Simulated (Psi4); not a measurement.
Psi4 input (wB97X-D/6-31G*):

```
memory 1500 MB

molecule {
0 2
S    -0.13888100    0.45328100    2.04982700
Si   -0.07407500    0.05327700    0.01373300
S     1.66878200   -1.18966900   -0.07808800
Cl    0.08858600    1.73093800   -1.15061700
Cl   -1.61512000   -1.07194200   -0.72587200
H     2.50971600   -0.16661000    0.16022500
symmetry c1
no_reorient
no_com
}

set {
  basis 6-31G*
  reference uks
  scf_type pk
  dft_radial_points 99
  dft_spherical_points 590
  e_convergence 1e-8
  d_convergence 1e-7
  maxiter 150
}

e = energy('wb97x-d')
print_out(f'\nFINAL {e:.10f} DIPOLE {variable("CURRENT DIPOLE")[0]:.6f} {variable("CURRENT DIPOLE")[1]:.6f} {variable("CURRENT DIPOLE")[2]:.6f}\n')
```

From the output:

```
              A
    DOCC [    40 ]
    SOCC [     1 ]
    NA   [    41 ]
    NB   [    40 ]

  @UKS Final Energy: -2006.89072165508196

   => Energetics <=

    Nuclear Repulsion Energy =            507.0653511835894278
    One-Electron Energy =               -3783.1141700768275768
    Two-Electron Energy =                1363.5107039600079588
    DFT Exchange-Correlation Energy =     -94.3506252560841858
    Empirical Dispersion Energy =          -0.0019814657676749
    VV10 Nonlocal Energy =                  0.0000000000000000
    Total Energy =                      -2006.8907216550819612

  UHF NO Occupations:
  HONO-2 :   39  A 1.9991859
  HONO-1 :   40  A 1.9989514
  HONO-0 :   41  A 1.0000000
  LUNO+0 :   42  A 0.0010486
  LUNO+1 :   43  A 0.0008141
  LUNO+2 :   44  A 0.0001694
  LUNO+3 :   45  A 0.0001215

Computation Completed

Properties will be evaluated at   0.000000,   0.000000,   0.000000 [a0]

Properties computed using the SCF density matrix

 Multipole Moments:

 ------------------------------------------------------------------------------------
     Multipole            Electronic (a.u.)      Nuclear  (a.u.)        Total (a.u.)
 ------------------------------------------------------------------------------------

 L = 1.  Multiply by 2.5417464519 to convert [e a0] to [Debye]
 Dipole X            :          0.4798983            0.0000076            0.4799058
 Dipole Y            :          0.2046209           -0.0000151            0.2046058
 Dipole Z            :          0.0805188           -0.0000038            0.0805150
 Magnitude           :                                                    0.5278786

 ------------------------------------------------------------------------------------

FINAL -2006.8907216551 DIPOLE 0.479906 0.204606 0.080515

*** Psi4 exiting successfully. Buy a developer a beer!
```

The geometry given is a B3LYP-D3(BJ)/def2-TZVP minimum.
